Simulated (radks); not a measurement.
Species: F. Configuration: [He] 2s2 2p5. All-electron calculation, scalar-relativistic Kohn-Sham, r2SCAN, spin-polarised, spherical densities, finite nucleus; open shells are filled with parallel spins first; meta-GGA in the generalised Kohn-Sham scheme; Fermi nuclear charge, rms radius 2.8976 fm. Program: a radial shooting solver on a logarithmic mesh with Libxc functionals.

Normalised radial functions P(r) = r R(r), r in bohr:

| r | 1s down | 2s up | 2p down |
|---|---|---|---|
| 0.01052 | 0.4980 | 0.1185 | 0.0022 |
| 0.01177 | 0.5507 | 0.1310 | 0.0028 |
| 0.01306 | 0.6039 | 0.1436 | 0.0034 |
| 0.01449 | 0.6614 | 0.1573 | 0.0042 |
| 0.01608 | 0.7233 | 0.1719 | 0.0051 |
| 0.01784 | 0.7898 | 0.1876 | 0.0062 |
| 0.01996 | 0.8666 | 0.2057 | 0.0077 |
| 0.02215 | 0.9427 | 0.2236 | 0.0094 |
| 0.02457 | 1.0233 | 0.2425 | 0.0114 |
| 0.02727 | 1.1082 | 0.2623 | 0.0139 |
| 0.0305 | 1.2039 | 0.2844 | 0.0171 |
| 0.03384 | 1.2962 | 0.3056 | 0.0207 |
| 0.03755 | 1.3911 | 0.3272 | 0.0251 |
| 0.04167 | 1.4876 | 0.3488 | 0.0303 |
| 0.04623 | 1.5845 | 0.3701 | 0.0366 |
| 0.05171 | 1.6876 | 0.3920 | 0.0447 |
| 0.05738 | 1.7802 | 0.4109 | 0.0537 |
| 0.06367 | 1.8678 | 0.4276 | 0.0643 |
| 0.07065 | 1.9480 | 0.4414 | 0.0768 |
| 0.07902 | 2.0232 | 0.4518 | 0.0927 |
| 0.08768 | 2.0796 | 0.4562 | 0.1101 |
| 0.09729 | 2.1204 | 0.4545 | 0.1302 |
| 0.108 | 2.1426 | 0.4454 | 0.1534 |
| 0.1198 | 2.1437 | 0.4276 | 0.1799 |
| 0.134 | 2.1187 | 0.3974 | 0.2125 |
| 0.1487 | 2.0696 | 0.3579 | 0.2467 |
| 0.165 | 1.9947 | 0.3064 | 0.2847 |
| 0.183 | 1.8942 | 0.2424 | 0.3266 |
| 0.2047 | 1.7592 | 0.1591 | 0.3758 |
| 0.2272 | 1.6120 | 0.0686 | 0.4248 |
| 0.2521 | 1.4478 | -0.0338 | 0.4768 |
| 0.2797 | 1.2718 | -0.1469 | 0.5315 |
| 0.3104 | 1.0902 | -0.2682 | 0.5877 |
| 0.3471 | 0.8961 | -0.4040 | 0.6485 |
| 0.3852 | 0.7243 | -0.5307 | 0.7033 |
| 0.4274 | 0.5670 | -0.6529 | 0.7546 |
| 0.4742 | 0.4287 | -0.7656 | 0.8005 |
| 0.5304 | 0.3044 | -0.8706 | 0.8422 |
| 0.5886 | 0.2124 | -0.9477 | 0.8713 |
| 0.6531 | 0.1415 | -1.0010 | 0.8893 |
| 0.7247 | 0.0895 | -1.0277 | 0.8950 |
| 0.8041 | 0.0534 | -1.0267 | 0.8876 |
| 0.8994 | 0.0286 | -0.9954 | 0.8650 |
| 0.998 | 0.0149 | -0.9406 | 0.8310 |
| 1.107 | 0.0072 | -0.8651 | 0.7857 |
| 1.229 | 0.0032 | -0.7740 | 0.7307 |
| 1.374 | 0.0012 | -0.6650 | 0.6631 |
| 1.525 | 0.0004 | -0.5601 | 0.5948 |
| 1.692 | 0.0001 | -0.4572 | 0.5237 |
| 1.878 | 0.0000 | -0.3609 | 0.4519 |
| 2.083 | 0.0000 | -0.2749 | 0.3817 |
| 2.33 | 0.0000 | -0.1962 | 0.3102 |
| 2.586 | 0.0000 | -0.1370 | 0.2493 |
| 2.869 | 0.0000 | -0.0911 | 0.1951 |
| 3.183 | 0.0000 | -0.0573 | 0.1482 |
| 3.561 | 0.0000 | -0.0326 | 0.1063 |
| 3.951 | 0.0000 | -0.0181 | 0.0752 |
| 4.384 | 0.0000 | -0.0094 | 0.0512 |

1s down: eigenvalue -669.10 eV, 0 radial nodes, <r> = 0.176 bohr, 90 % of the charge inside 0.315 bohr. 2s up: eigenvalue -32.570 eV, 1 radial node at r = 0.244 bohr, <r> = 0.995 bohr, 90 % of the charge inside 1.60 bohr. 2p down: eigenvalue -10.357 eV, 0 radial nodes, <r> = 1.13 bohr, 90 % of the charge inside 1.99 bohr.
